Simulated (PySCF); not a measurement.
## How methods differ on the excitation energy of Pd²⁺

Pd²⁺ [Kr] 4d8 (3F) → Pd²⁺ [Kr] 4d7 5s1 (5F), as a difference of total energies. Calculation: PySCF 2.14, in aug-cc-pwCVDZ-PP with ECP28MDF (6s6p5d3f, 70 functions); scalar relativity through the core potential. Correlated levels: valence: 4s2 4p6 frozen; valence and next inner shell: nothing frozen outside the core potential. The calculations carry no spin-orbit coupling.

```tsv
method	excitation energy (eV)
UHF	6.003
LDA	6.135
PBE	6.195
PBE0	6.362
r2SCAN	6.245
M06-L	6.559
B97-3	6.718
r2SCANh	6.294
CAM-B3LYP	6.358
MP2 (valence)	6.648
SCS-MP2 (valence)	6.965
MP2 (valence and next inner shell)	6.216
SCS-MP2 (valence and next inner shell)	6.415
```

Problem. How much does correlation contribute at MP2 (valence and next inner shell)?

Solution. 6.216 − (6.003) = 0.213 eV, measured against UHF.
